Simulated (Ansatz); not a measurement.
Ansatz (a program for electronic structure) input (B3LYP-D3(BJ)/def2-TZVP):

Ansatz 0.2 input:
```yaml
crystal:
  periodic: [false, false, false]
  atoms:
    - {symbol: C, position_ang: [-0.61138901, -0.43845584, -0.12494941]}
    - {symbol: C, position_ang: [0.65368338, -0.41450462, 0.02072563]}
    - {symbol: O, position_ang: [-0.06320442, 0.79866749, 0.48068466]}
    - {symbol: H, position_ang: [-1.61888217, -0.72181373, -0.34464740]}
    - {symbol: H, position_ang: [1.69505405, -0.65684889, 0.03834517]}
    - {symbol: H, position_ang: [-0.00722447, 1.56778775, -0.14001772]}
basis:
  gaussian:
    orbitals: def2-TZVP
hamiltonian:
  xc: b3lyp
  dispersion: d3bj
total_charge: 1
relax: {f_tol: 0.002, max_steps: 150}
```

Output:

```
Functional definition: B3LYP
integrals: 0.02 GiB planned
643 factors; their error is unknown
mean field: 0.29 GiB planned
mean field evaluation 1: about -4149.4272 eV, gradient 7.4e1 eV
mean field evaluation 2: about -4138.6841 eV, gradient 1.1e2 eV
mean field evaluation 4: about -4159.2212 eV, gradient 5.2e0 eV
mean field evaluation 8: about -4159.2672 eV, gradient 5.8e-2 eV
mean field evaluation 16: about -4159.2672 eV, gradient 2.1e-5 eV
mean field -4159.26723673 eV, -152.8502516974 hartree, gradient 2.1e-5 eV, S^2 0.000000; 0 other end points of the search recorded, 0 dependent functions left out
the calculation of the forces begins
reference -4159.26741571 eV, -152.8502582746 hartree; 11, 11 occupied and 100, 100 virtual orbitals, 643 factors
relax step   1: F+E_penalty+E_count = -4159.38937762 eV  Δ(F+E_penalty+E_count) = +0.000e0 eV  max|allowed force component| = 2.419e0 eV/Å  Δτ_max = 0.0000 Å  (28 SCF iters, accepted)
these checks for a lower state are left out or cut short: starts, cluster_reference, orbital_swaps, neighbouring_geometries, increment
integrals: 0.02 GiB planned
643 factors; their error is unknown
mean field: 0.29 GiB planned
mean field -4159.33751218 eV, -152.8528342725 hartree, gradient 2.3e-5 eV, S^2 0.000000; 0 other end points of the search recorded, 0 dependent functions left out
the calculation of the forces begins
reference -4159.33769045 eV, -152.8528408237 hartree; 11, 11 occupied and 100, 100 virtual orbitals, 643 factors
relax step   2: F+E_penalty+E_count = -4159.45953524 eV  Δ(F+E_penalty+E_count) = -7.016e-2 eV  max|allowed force component| = 1.394e0 eV/Å  Δτ_max = 0.0219 Å  (31 SCF iters, accepted)
these checks for a lower state are left out or cut short: starts, cluster_reference, orbital_swaps, neighbouring_geometries, increment
integrals: 0.02 GiB planned
643 factors; their error is unknown
mean field: 0.29 GiB planned
mean field -4159.37749933 eV, -152.8543037729 hartree, gradient 2.5e-5 eV, S^2 0.000000; 0 other end points of the search recorded, 0 dependent functions left out
the calculation of the forces begins
reference -4159.37767767 eV, -152.8543103270 hartree; 11, 11 occupied and 100, 100 virtual orbitals, 643 factors
relax step   3: F+E_penalty+E_count = -4159.49940124 eV  Δ(F+E_penalty+E_count) = -3.987e-2 eV  max|allowed force component| = 2.047e-1 eV/Å  Δτ_max = 0.0319 Å  (31 SCF iters, accepted)
these checks for a lower state are left out or cut short: starts, cluster_reference, orbital_swaps, neighbouring_geometries, increment
integrals: 0.02 GiB planned
643 factors; their error is unknown
mean field: 0.29 GiB planned
mean field evaluation 32: about -4159.3903 eV, gradient 2.8e-3 eV
mean field -4159.38042148 eV, -152.8544111599 hartree, gradient 2.4e-5 eV, S^2 0.000000; 0 other end points of the search recorded, 0 dependent functions left out
the calculation of the forces begins
reference -4159.38059990 eV, -152.8544177168 hartree; 11, 11 occupied and 100, 100 virtual orbitals, 643 factors
relax step   4: F+E_penalty+E_count = -4159.50239868 eV  Δ(F+E_penalty+E_count) = -2.997e-3 eV  max|allowed force component| = 7.202e-2 eV/Å  Δτ_max = 0.0127 Å  (31 SCF iters, accepted)
these checks for a lower state are left out or cut short: starts, cluster_reference, orbital_swaps, neighbouring_geometries, increment
integrals: 0.02 GiB planned
643 factors; their error is unknown
mean field: 0.29 GiB planned
mean field -4159.38083343 eV, -152.8544262988 hartree, gradient 2.4e-5 eV, S^2 0.000000; 0 other end points of the search recorded, 0 dependent functions left out
the calculation of the forces begins
reference -4159.38101200 eV, -152.8544328612 hartree; 11, 11 occupied and 100, 100 virtual orbitals, 643 factors
relax step   5: F+E_penalty+E_count = -4159.50288184 eV  Δ(F+E_penalty+E_count) = -4.832e-4 eV  max|allowed force component| = 2.714e-2 eV/Å  Δτ_max = 0.0097 Å  (32 SCF iters, accepted)
these checks for a lower state are left out or cut short: starts, cluster_reference, orbital_swaps, neighbouring_geometries, increment
integrals: 0.02 GiB planned
643 factors; their error is unknown
mean field: 0.29 GiB planned
mean field -4159.38090429 eV, -152.8544289031 hartree, gradient 2.4e-5 eV, S^2 0.000000; 0 other end points of the search recorded, 0 dependent functions left out
the calculation of the forces begins
reference -4159.38108283 eV, -152.8544354642 hartree; 11, 11 occupied and 100, 100 virtual orbitals, 643 factors
relax step   6: F+E_penalty+E_count = -4159.50293725 eV  Δ(F+E_penalty+E_count) = -5.542e-5 eV  max|allowed force component| = 1.694e-2 eV/Å  Δτ_max = 0.0019 Å  (33 SCF iters, accepted)
these checks for a lower state are left out or cut short: starts, cluster_reference, orbital_swaps, neighbouring_geometries, increment
integrals: 0.02 GiB planned
643 factors; their error is unknown
mean field: 0.29 GiB planned
mean field -4159.38090863 eV, -152.8544290626 hartree, gradient 2.4e-5 eV, S^2 0.000000; 0 other end points of the search recorded, 0 dependent functions left out
the calculation of the forces begins
reference -4159.38108714 eV, -152.8544356226 hartree; 11, 11 occupied and 100, 100 virtual orbitals, 643 factors
relax step   7: F+E_penalty+E_count = -4159.50294776 eV  Δ(F+E_penalty+E_count) = -1.051e-5 eV  max|allowed force component| = 2.374e-3 eV/Å  Δτ_max = 0.0008 Å  (32 SCF iters, accepted)
these checks for a lower state are left out or cut short: starts, cluster_reference, orbital_swaps, neighbouring_geometries, increment
integrals: 0.02 GiB planned
643 factors; their error is unknown
mean field: 0.29 GiB planned
mean field evaluation 64: about -4159.3809 eV, gradient 2.4e-5 eV
mean field -4159.38090881 eV, -152.8544290692 hartree, gradient 2.4e-5 eV, S^2 0.000000; 0 other end points of the search recorded, 0 dependent functions left out
the calculation of the forces begins
reference -4159.38108732 eV, -152.8544356294 hartree; 11, 11 occupied and 100, 100 virtual orbitals, 643 factors
relax step   8: F+E_penalty+E_count = -4159.50294800 eV  Δ(F+E_penalty+E_count) = -2.374e-7 eV  max|allowed force component| = 4.230e-4 eV/Å  Δτ_max = 0.0002 Å  (32 SCF iters, accepted)
integrals: 0.02 GiB planned
643 factors; their error is unknown
mean field: 0.29 GiB planned
mean field -4159.38090881 eV, -152.8544290692 hartree, gradient 2.4e-5 eV, S^2 0.000000; 1 other end points of the search recorded, 0 dependent functions left out
the calculation of the forces begins
reference -4159.38108732 eV, -152.8544356294 hartree; 11, 11 occupied and 100, 100 virtual orbitals, 643 factors
Total energy: -4159.50312651 eV, -152.8589204866 hartree
Atom 0 at    -0.600586    -0.457017    -0.147638 Å, force     0.000379    -0.000284    -0.000252 eV/Å
Atom 1 at     0.649498    -0.432869    -0.003362 Å, force    -0.000423     0.000155    -0.000112 eV/Å
Atom 2 at    -0.069099     0.843076     0.518022 Å, force     0.000105    -0.000072     0.000268 eV/Å
Atom 3 at    -1.627001    -0.722505    -0.336401 Å, force    -0.000162     0.000059     0.000132 eV/Å
Atom 4 at     1.701330    -0.657964     0.047868 Å, force     0.000111    -0.000030     0.000126 eV/Å
Atom 5 at    -0.006105     1.562111    -0.148349 Å, force    -0.000009     0.000172    -0.000162 eV/Å
Dipole moment:     0.040850    -0.022201    -0.349774 e Å
```

It need not be the lowest isomer of its formula.
